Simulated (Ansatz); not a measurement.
**Isomers**

Structures of B$_{2}$H$_{3}$OF, singlet, relaxed at PBE0-D4/def2-TZVP (vibrations not checked; lower isomers may exist, and structures with a doubtful reference or unclear bonds are left out). Ansatz 0.2.0; basis: def2-TZVPP; cores frozen in the correlated methods. B3LYP uses VWN-RPA correlation.

Q: Rank them by CCSD(T) energy, lowest first, and give each one's height above the lowest. Links in brackets join atoms within 1.22 times the sum of their covalent radii (1.1 for two metals). (To be estimated.)
A.
a complex of B₂H₂O ([BH2][B][O]) + HF
```
7
angstrom
B -0.9094 1.5596 0.7226
O 0.4168 -0.7446 -0.3774
B -0.1380 0.2188 0.0832
F 1.6123 -2.9146 -1.3169
H -1.2242 1.5731 1.8698
H -1.1420 2.4978 0.0290
H 1.1916 -2.1480 -0.9874
```
B.
B₂H₃OF ([OH][BH][BH][F])
```
7
angstrom
O -0.1980 0.9260 -1.2289
B 0.1328 0.5157 0.0189
B -0.0762 -1.1203 0.4539
F -1.1844 -1.5201 1.0688
H -0.0292 1.8590 -1.3859
H 0.6019 1.3201 0.7904
H 0.7531 -1.9803 0.2827
```
C.
a complex of B₂H₂O ([BH]1[BH][O]1) + HF
```
7
angstrom
O 1.0090 0.0640 -0.5581
B 0.0493 0.4237 0.3570
B 0.3195 -1.0510 -0.1467
F -2.0028 -1.3092 1.8466
H -1.3091 -0.9944 1.2969
H -0.2326 1.4839 0.7973
H 0.4397 -2.1854 -0.4561
```
D.
B₂H₃OF ([BH2][B]([OH])[F])
```
7
angstrom
B -0.7344 0.9738 -0.1538
B 0.2848 -0.3751 -0.1343
O 0.6974 -0.9368 1.0234
F 0.7042 -0.9139 -1.2915
H -1.9255 0.8611 -0.1778
H -0.3007 2.0891 -0.1602
H 1.2742 -1.6981 0.8942
```

A: The calculation gives: D (0.000 eV), B (0.182 eV), A (1.425 eV), C (1.868 eV). Heights count from the lowest.

Q: Do PBE-D4, r2SCAN-D4, PBE0-D4, B3LYP-D4, wB97M-V, HF, MP2 give the same order? (A judgement: the text doesn't fix the answer.)

A: Computed: All do.

No T1 diagnostic of these runs exceeds 0.016.

For scale, one of the runs: CCSD(T)/def2-TZVPP, 166 basis functions, launched by `ansatz run in.yaml --threads 2 --pin off --events-out ev --progress --plain --max-ram 4352MiB`. Time: 39 s of wall clock on 2 CPU threads of an Arm Neoverse V2; the host was shared. Peak host memory: 1.4 GiB.
